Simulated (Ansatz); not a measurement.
System: PbS, charge 0, singlet. PbS (SMILES [Pb]=[S]).
B3LYP-D3(BJ)/def2-TZVP minimum from Ansatz (a first-principles code):
```
Pb
S 1 2.3055
```
Charge 0, spin multiplicity 1.

Property: atomisation energy (electronic, to ground-state atoms), in kcal/mol. UHF or UKS for unpaired electrons; spin-orbit terms are left out. Cores are frozen in correlated methods (noble-gas shells, and filled d and f shells in the p block). Past Kr the def2 sets carry scalar-relativistic core potentials. CBS(X,Y): correlation extrapolated as X^-3, Hartree-Fock from the larger set. A bracket is a step between two methods taken in the basis named. Spin-orbit terms, left out, reach several kcal/mol for Br and I, and more for heavier atoms. The T1 diagnostic of PbS ([S]=[Pb], singlet) reaches 0.038 in the sets run.

CCSD(T)/CBS(def2-TZVPP,def2-QZVPP) + [CCSDT(Q) - CCSD(T)]/def2-QZVPP + [CCSDTQ - CCSDT(Q)]/def2-SVP (Ansatz) gives 108.2 kcal/mol.

How far off this value is PBE/def2-TZVPD (Ansatz), in which direction, and how far these levels: r2SCAN/def2-TZVPD, B3LYP/def2-TZVPD, PBE0/def2-TZVPD, B2PLYP/def2-TZVPD, CCSD(T)/CBS(def2-TZVPP,def2-QZVPP)?

PBE gives 116.0 kcal/mol, 7.8 kcal/mol above it. Differences of the others: r2SCAN/def2-TZVPD (Ansatz) 1.1; B3LYP/def2-TZVPD (Ansatz) -1.5; PBE0/def2-TZVPD (Ansatz) -1.6; B2PLYP/def2-TZVPD (Ansatz) -0.6; CCSD(T)/CBS(def2-TZVPP,def2-QZVPP) (Ansatz) -0.4 kcal/mol.
